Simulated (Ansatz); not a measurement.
```yaml
atoms:
  - { symbol: C, position_ang: [-0.0140, -0.0452, -0.6204] }
  - { symbol: C, position_ang: [-0.0192, -0.0432, 0.6205] }
  - { symbol: H, position_ang: [-0.0291, -0.0316, -1.6538] }
  - { symbol: H, position_ang: [0.0289, 0.0338, 1.7020] }
```

Basis set: 6-31G (spherical functions). Left uncorrelated: 2 orbitals. Charge 0, multiplicity 1.

Computed with Ansatz (development build ahead of 0.2.0); each method stands on the lowest determinant of its kind that the runs found. Restricted open shells among the atoms or ions are ROHF, correlated in semicanonical orbitals with singles.

The atomization energy at this shape (free ground-state atoms in the same class of orbitals less the molecule, no zero-point energy) of singlet C2H2:

| method | atomization energy |
| --- | --- |
| RHF | 273.93 kcal/mol |

(1) What does RHF-MP2 give?

Results:

(1) 362.04 kcal/mol.

This basis has no polarisation functions and is too small for such energies, which can lie far from measured ones in either direction.
